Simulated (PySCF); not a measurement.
This PySCF input asks for the NMR shieldings of SMILES C=C[CH2][GaH2-][NH3+], C3H10GaN; the geometry comes from GFN2-xTB.

```python
import basis_set_exchange as bse
import numpy as np
from pyscf import gto, dft
from pyscf.prop import nmr

atoms = """
C     1.278779    1.435865   -0.399637
C     1.150006    0.194196   -0.862211
C     1.062821   -1.025975   -0.029669
Ga   -0.943652   -1.402351    0.121891
N    -1.496525    0.551620    0.799438
H     1.451010    1.635542    0.649276
H     1.303906    2.290148   -1.056537
H     1.033608    0.042920   -1.930844
H     1.496939   -0.860175    0.964182
H     1.607858   -1.848628   -0.503495
H    -1.519567   -2.279610    1.267468
H    -1.796698   -1.421603   -1.177683
H    -0.778142    1.144560    0.358760
H    -1.442238    0.684963    1.807651
H    -2.412520    0.866518    0.487463
"""
names = dict.fromkeys(["C", "Ga", "N", "H"], "pcSseg-1")
basis = {el: gto.basis.parse(bse.get_basis(n, elements=[el], fmt="nwchem")) for el, n in names.items()}
mol = gto.M(atom=atoms, basis=basis, charge=0, verbose=0)
mf = dft.RKS(mol, xc="PBE0")
mf.grids.level = 2
mf.grids.alignment = dft.numint.BLKSIZE   # the property module wants whole blocks of grid points
mf.conv_tol = 1e-9
mf.kernel()

calc = nmr.RKS(mf)   # GIAO
C = mf.mo_coeff
Co = C[:, mf.mo_occ > 0]
resp = mf.gen_response(singlet=True, hermi=2)
def vind(x):   # induced exchange potential for any number of trial vectors
    d = np.einsum("pi,xij,qj->xpq", C, 2 * x.reshape(-1, C.shape[1], Co.shape[1]), Co, optimize=True)
    return np.einsum("xpq,pi,qj->xij", resp(d - d.transpose(0, 2, 1)), C, Co, optimize=True).ravel()
mo1, _ = nmr.rhf.solve_mo1(calc, with_cphf=vind)
sigma = calc.kernel(mo1)
for i, s in enumerate(sigma):   # ppm
    w = np.linalg.eigvalsh((s + s.T) / 2)
    print("%2d %-2s iso %8.1f  s11 %8.1f  s22 %8.1f  s33 %8.1f" % (i, mol.atom_pure_symbol(i), w.mean(), *w))
```

Q: Give the expected output.

A: 
```
 0 C  iso     81.8  s11    -19.8  s22    109.0  s33    156.4
 1 C  iso     26.8  s11    -98.9  s22     17.1  s33    162.0
 2 C  iso    160.2  s11    138.8  s22    158.1  s33    183.7
 3 Ga iso   1517.1  s11   1464.1  s22   1509.6  s33   1577.5
 4 N  iso    246.1  s11    220.2  s22    253.7  s33    264.4
 5 H  iso     27.1  s11     23.3  s22     26.3  s33     31.9
 6 H  iso     26.9  s11     23.6  s22     25.8  s33     31.3
 7 H  iso     24.9  s11     21.8  s22     24.9  s33     27.8
 8 H  iso     30.0  s11     26.4  s22     27.9  s33     35.7
 9 H  iso     29.6  s11     25.5  s22     27.0  s33     36.4
10 H  iso     27.3  s11     21.0  s22     22.6  s33     38.4
11 H  iso     27.8  s11     21.4  s22     23.1  s33     38.9
12 H  iso     27.4  s11     18.0  s22     23.3  s33     40.9
13 H  iso     30.5  s11     24.3  s22     25.3  s33     42.0
14 H  iso     30.2  s11     23.3  s22     25.2  s33     42.0
```

These numbers come from an equivalent density-fitted implementation of the same equations, which agrees with the script to about 0.01 ppm for H and up to a few tenths of a ppm for heavy atoms, so last digits may differ.

Relativistic effects, spin–orbit coupling among them, are left out; they matter for Ga and for the light atoms bonded to it.

Size and cost of the density-fitted run: 159 basis functions, 17 s wall time on 1 thread of an x86-64 server CPU, shared host.
